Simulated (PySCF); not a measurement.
## ORD: `F[C@@H]1COCS[C@@H]1F`, C₄H₆F₂OS

Molfile (atoms numbered from 1):
```
C4H6F2OS
     RDKit          3D

 14 14  0  0  0  0  0  0  0  0999 V2000
    1.7290   -1.5755   -0.7045 F   0  0  0  0  0  0  0  0  0  0  0  0
    0.8668   -0.8464    0.0784 C   0  0  2  0  0  0  0  0  0  0  0  0
   -0.5665   -1.0339   -0.4361 C   0  0  0  0  0  0  0  0  0  0  0  0
   -1.4961   -0.4061    0.4161 O   0  0  0  0  0  0  0  0  0  0  0  0
   -1.3745    0.9699    0.4484 C   0  0  0  0  0  0  0  0  0  0  0  0
    0.1983    1.5195    1.2318 S   0  0  0  0  0  0  0  0  0  0  0  0
    1.2701    0.6265    0.0601 C   0  0  2  0  0  0  0  0  0  0  0  0
    1.1279    1.1488   -1.1958 F   0  0  0  0  0  0  0  0  0  0  0  0
    0.9633   -1.2248    1.1038 H   0  0  0  0  0  0  0  0  0  0  0  0
   -0.8182   -2.0958   -0.4430 H   0  0  0  0  0  0  0  0  0  0  0  0
   -0.6353   -0.6368   -1.4591 H   0  0  0  0  0  0  0  0  0  0  0  0
   -1.3989    1.4180   -0.5528 H   0  0  0  0  0  0  0  0  0  0  0  0
   -2.1776    1.3631    1.0692 H   0  0  0  0  0  0  0  0  0  0  0  0
    2.3110    0.7729    0.3614 H   0  0  0  0  0  0  0  0  0  0  0  0
  1  2  1  0
  2  3  1  0
  3  4  1  0
  4  5  1  0
  5  6  1  0
  6  7  1  0
  7  8  1  0
  7  2  1  0
  2  9  1  1
  3 10  1  0
  3 11  1  0
  5 12  1  0
  5 13  1  0
  7 14  1  1
M  END
```

Theory: PySCF, TDDFT LC-wPBE/def2-SVPD circular dichroism and optical rotation, one conformer, gas phase. Geometry: GFN2-xTB.

Stereocentres: C2 R, C7 S.

(1) What is the specific rotation at 633, 589.3, 546, 436, 405, 365, 355 nm?

(2) And for the mirror image at 589.3 nm?

(3) What is the molar rotation [Φ] = [α]·M/100 of the geometry above at 589.3 nm?

## Answers

(1) [α] in deg dm⁻¹ (g/mL)⁻¹:
| λ (nm) | origin-invariant length gauge | modified velocity gauge | length gauge (centre of mass) | isotropic polarisability (au) |
| --- | --- | --- | --- | --- |
| 633 | +58.7 | +58.7 | +58.3 | 70.3 |
| 589.3 | +68.9 | +68.9 | +68.5 | 70.5 |
| 546 | +82.0 | +82.1 | +81.6 | 70.7 |
| 436 | +141.1 | +141.6 | +140.5 | 71.8 |
| 405 | +170.8 | +171.7 | +170.2 | 72.3 |
| 365 | +227.3 | +229.2 | +226.6 | 73.1 |
| 355 | +246.4 | +248.7 | +245.7 | 73.4 |

(2) -68.9 deg dm⁻¹ (g/mL)⁻¹ (origin-invariant length gauge): the same size and the opposite sign.

(3) With M = 140.15 g/mol, +96.5 deg cm² dmol⁻¹ (origin-invariant length gauge).

The first excitation lies at 5.80 eV (214 nm) with R = +4.1 × 10⁻⁴⁰ esu² cm² (velocity form).
